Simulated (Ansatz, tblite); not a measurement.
Removing and adding an electron: Cd3. Charge 0, multiplicity 1. Geometry: PBE/def2-TZVP. Ansatz, gas phase; energy differences of separate SCF runs; the oxidised species was run as a doublet alone; the reduced species was run as a doublet alone.

```csv
atom,x (Å),y (Å),z (Å)
Cd1,-1.3303,-0.8302,1.1139
Cd2,1.0813,1.4306,0.6963
Cd3,0.2490,-0.6004,-1.8103
```

In the def2 sets Cd takes a core potential; there is no spin–orbit coupling. The xTB rows come from tblite. Correlated methods freeze no core orbitals; core or outer-core shells of Cd are correlated, in sets that lack core-valence functions. HOMO above LUMO, or a gap near zero within one spin, warns that the state may not be the lowest or that an electron is smeared out. The structure comes from a short search, and lower isomers may exist.

Q: Estimate orbital energies and vertical ionisation energies and electron affinities at: GFN1-xTB; GFN2-xTB; HF/def2-TZVP; PBE/def2-TZVPD; r2SCAN/def2-TZVP; r2SCAN/def2-TZVPD; PBE0/def2-TZVP; PBE0/def2-TZVPD; CCSD/def2-TZVP; CCSD(T)/def2-TZVP.

A: 
| level | −HOMO (eV) | vertical IE (eV) | −LUMO (eV) | vertical EA (eV) | HOMO–LUMO gap (eV) | IE − EA (eV) | remarks |
| --- | --- | --- | --- | --- | --- | --- | --- |
| GFN1-xTB | 11.96 | 13.55 | 6.39 | 5.11 | 5.57 | 8.44 | – |
| GFN2-xTB | 6.96 | 10.57 | 1.55 | -1.79 | 5.41 | 12.36 | – |
| HF/def2-TZVP | – | 6.11 | – | – | – | – | spin-contaminated (⟨S²⟩ 0.96) (+1 doublet) |
| PBE/def2-TZVPD | 5.23 | – | 2.09 | 0.27 | 3.14 | – | HOMO above zero (-1 doublet) |
| r2SCAN/def2-TZVP | 5.39 | 7.54 | 1.95 | – | 3.45 | – | gap within one spin near zero (+1 doublet) |
| r2SCAN/def2-TZVPD | 5.39 | – | 1.95 | 0.38 | 3.45 | – | HOMO above zero (-1 doublet) |
| PBE0/def2-TZVP | 5.81 | 7.44 | 1.52 | – | 4.29 | – | – |
| PBE0/def2-TZVPD | 5.81 | – | 1.52 | 0.27 | 4.29 | – | HOMO above zero (-1 doublet) |
| CCSD/def2-TZVP | – | 7.38 | – | – | – | – | spin-contaminated (⟨S²⟩ 0.96) (+1 doublet) |
| CCSD(T)/def2-TZVP | – | 7.47 | – | – | – | – | spin-contaminated (⟨S²⟩ 0.96) (+1 doublet) |

Run but left out: PBE/def2-TZVP (charge +1 doublet: an occupied level 0.26 eV above an empty one); MP2/def2-TZVP (charge +1 doublet: ⟨S²⟩ 0.96, where a pure state has 0.75).   A HOMO above zero means that the electron is unbound at that level or that self-interaction error raises the level; the energy of removing that electron tells which. Raw xTB energy differences between charge states are shifted by several eV; the methods need an empirical correction for them. A negative affinity means that the extra electron isn't bound; its size then hangs on the basis.
